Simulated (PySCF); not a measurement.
Si(H)(Cl)2(vinyl) (C2H4Cl2Si), SMILES C=C[SiH](Cl)Cl. Coordinates come from a B3LYP-D3(BJ)/def2-SVP optimisation. The values are those of a single conformer.

Computed equilibrium geometry at B3LYP-D3(BJ)/def2-SVP (PySCF confirms it by a frequency run) as Cartesian coordinates in Å, and its point group (one conformer of several):
point group Cs.
```xyz
9

Si    -0.0481    -0.3921     0.0000
Cl     1.0619     0.1097     1.6775
Cl     1.0619     0.1097    -1.6775
C     -1.6467     0.5412     0.0000
C     -2.8286    -0.0904     0.0000
H     -0.2798    -1.8545     0.0000
H     -1.6203     1.6380     0.0000
H     -2.9008    -1.1842     0.0000
H     -3.7798     0.4531     0.0000
```
